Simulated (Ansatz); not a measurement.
Born–Oppenheimer molecular dynamics of BH7Si3 (11 atoms, charge 0, multiplicity 1). It goes on from the last frame of an earlier run, with new velocities.

These are results of RKS PBE-D4/6-31G in Ansatz 0.2.0, not measurements.

| Item | Value |
| --- | --- |
| ensemble | NVT, Langevin thermostat |
| time step | 1 fs |
| steps asked | 150 |
| set temperature | 300 K |
| friction | 0.001 /fs |
| seed | 245358 |

First frame:

```xyz
11
Properties=species:S:1:pos:R:3
Si -1.391 1.385 -0.710
Si -0.782 -0.363 0.934
B 0.824 -1.387 1.186
Si 2.008 -0.810 -0.215
H -2.381 0.495 -1.571
H -2.299 2.592 -0.294
H -0.168 1.737 -1.546
H -2.014 -0.758 1.756
H 0.884 -2.399 1.846
H 1.853 0.472 -0.972
H 2.924 -1.624 -0.953
```

Problem. How far do the bonds stretch over the last three quarters of this one trajectory? (Pairs bonded in most of those frames.)

Solution. 
| bond | mean (Å) | spread (Å) | shortest | longest |
| --- | --- | --- | --- | --- |
| Si1–Si2 | 2.369 | 0.066 | 2.27 | 2.47 |
| Si1–H5 | 1.525 | 0.059 | 1.43 | 1.61 |
| Si1–H6 | 1.523 | 0.047 | 1.45 | 1.61 |
| Si1–H7 | 1.518 | 0.035 | 1.46 | 1.57 |
| Si2–B3 | 1.921 | 0.023 | 1.87 | 1.96 |
| Si2–H8 | 1.529 | 0.015 | 1.51 | 1.55 |
| B3–Si4 | 1.917 | 0.028 | 1.86 | 1.96 |
| B3–H9 | 1.211 | 0.057 | 1.12 | 1.29 |
| Si4–H10 | 1.529 | 0.059 | 1.43 | 1.62 |
| Si4–H11 | 1.533 | 0.063 | 1.42 | 1.62 |

Mean temperature of the second half: 339 K. The mean temperature of the second half is 13 % above the set value. A run of 0.15 ps of so small a system gives no equilibrium averages. Limits of this set-up: no polarisation functions.

Time of the run: 6.3 min on 1 thread of Arm Neoverse V1, with other jobs on the host, peak memory 0.1 GiB.
